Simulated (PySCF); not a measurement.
# One molecule, several mistakes: AlBC2H7

All numbers below are calculated, not measured. The program is PySCF 2.14.0, an open-source quantum chemistry code, run on an isolated molecule that a program drew, which may never have been made. The molecule is AlBC2H7 (charge 0, doublet), drawn as the SMILES string `CB[CH2][AlH]`.

Each row is a Hartree-Fock (HF) and frozen-core CCSD(T) single point in the cc-pV(D+d)Z basis, meant for a local HF minimum. Run 1 is clean. Each other run has one planted mistake out of seven kinds, and not every kind appears here: one electron removed, one electron added, multiplicity raised by two, geometry at a saddle point, minimal basis STO-3G, one bond length entered in bohr, all coordinates scaled. The reference is restricted for singlets and unrestricted otherwise, and also for a bond in bohr. Adding or removing an electron swaps singlet and doublet. Electrons count all cores. HOMO and LUMO are orbital energies over both spins, the gradient is its largest component, and the lowest frequency (negative if imaginary) is given only where the gradient is small. Bond lengths are over the 10 bonds as drawn. T1 is the CCSD diagnostic: over 0.02 (restricted) or 0.045 (unrestricted) a single reference is doubtful.

Geometry of the clean run:
```xyz
11
AlBC2H7, angstrom
C    -1.7255    1.6485    0.5057
B    -0.6316    0.9298    1.3952
C     0.8672    1.3212    1.4136
Al    1.8659    0.3642   -0.0249
H    -1.3350    2.4198   -0.1631
H    -2.2912    0.9233   -0.0896
H    -2.4593    2.1203    1.1728
H    -0.9908   -0.0074    2.0721
H     1.0484    2.3682    1.1230
H     1.3908    1.1030    2.3482
H     1.2410    0.2962   -1.4913
```

```
run  electrons  basis functions  <S^2>  HOMO (eV)  LUMO (eV)  gradient (hartree/bohr)  lowest frequency (cm^-1)  mean bond (Å)  longest bond (Å)      T1  HF (hartree)  CCSD(T) (hartree)                     mistake
  1         37              100  0.754      -7.94       0.82                  3.0e-06                        76         1.3415             1.996  0.0132    -346.39119         -346.88204                    no fault
  2         37              100  3.769      -5.62      -2.14                  7.7e-02                         -         1.3415             1.996  0.0425    -346.24039         -346.71833  multiplicity raised by two
  3         38              100  0.000      -0.30       6.29                  5.1e-02                         -         1.3415             1.996  0.0204    -346.37337         -346.90254                           ?
  4         36              100  0.000     -16.15      -6.51                  5.0e-02                         -         1.3415             1.996  0.0142    -346.12508         -346.61173                           ?
```

**Which mistake was planted in run 3, and what did it cost?**

It counts 38 electrons, one more than the clean run, at the same geometry and basis. So the mistake is: one electron added. Subtracting run 1 and multiplying by 627.51 kcal/mol a hartree, the energy moved by 11.2 kcal/mol in HF and -12.9 kcal/mol in CCSD(T).

**Which mistake was planted in run 4, and what did it cost?**

It counts 36 electrons, one fewer than the clean run, at the same geometry and basis. So the mistake is: one electron removed. Subtracting run 1 and multiplying by 627.51 kcal/mol a hartree, the energy moved by 167.0 kcal/mol in HF and 169.6 kcal/mol in CCSD(T).

Cautions from the logs. Run 3: T1 is over the limit, so its CCSD(T) energy is less reliable.
